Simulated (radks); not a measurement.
Question: The antimony ion Sb7+ is in [Kr] 4d(3/2: 4, 5/2: 4). Calculated with a radial shooting solver on a logarithmic mesh with Libxc functionals: Dirac Kohn-Sham, relativistic LDA (MacDonald-Vosko exchange, VWN5 correlation), spin-unpolarised, spherical densities, finite nucleus; Fermi nuclear charge, rms radius of each element as measured or else 0.836 A^(1/3) + 0.57 fm. Sub-shells are occupied by j as written (lower j first in brackets). One electron is removed from 4p1/2, 4p3/2, 4d5/2, 4d3/2 in turn, with full relaxation. Which removal costs least, and what does each cost?

Answer: 4d5/2 142.11 eV; 4d3/2 143.64 eV; 4p3/2 211.41 eV; 4p1/2 220.73 eV. The 4d5/2 electron leaves first.
